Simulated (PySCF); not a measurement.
C₃H₇O, SMILES CC(C)[O], multiplicity 2.

Geometry optimised at TPSSh-D3(BJ)/def2-SVP. The isomer is the one that the SMILES or the coordinates give; other isomers of the formula were not compared.

The numbers are results of SMD-B3LYP/def2-SVP (PySCF), not measurements.

Solvation free energies are E(SMD) − E(gas) at the gas-phase geometry, for 1 M in both phases. In vacuum the dipole moment is 1.98 D.

Computed solvation free energies in water, tetrahydrofuran, dimethylsulfoxide:
```tsv
solvent	ΔG(solv) (kcal/mol)	its non-electrostatic (CDS) part	dipole (D)
water	-2.3	2.6	2.73
tetrahydrofuran	-4.0	-1.7	2.35
dimethylsulfoxide	-3.9	-1.0	2.44
```
